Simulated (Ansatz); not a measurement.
TiF3 was relaxed with PBE-D4 (def2-TZVP) in Ansatz in these states: charge +1 singlet, neutral doublet. The geometries follow in no particular order.

A:

```xyz
4

Ti   -0.2910   -0.2618    0.0195
F    -0.5236    0.6740   -1.3896
F     1.1820   -1.1223   -0.0513
F    -0.3674    0.7100    1.4213
```

B:

Cartesian coordinates in Å:
```
Ti 0.0003 -0.0008 0.0000
F 1.6364 0.6575 -0.2276
F -0.6494 -0.2204 1.6405
F -0.9873 -0.4364 -1.4129
```

**Question.** Judge from the bond lengths which geometry belongs to which state (an estimate).

**Answer.** A is the charge +1 singlet (Ti1–F2 1.707 Å, Ti1–F4 1.707 Å, Ti1–F3 1.707 Å); B is the neutral doublet (Ti1–F2 1.778 Å, Ti1–F4 1.778 Å, Ti1–F3 1.778 Å).
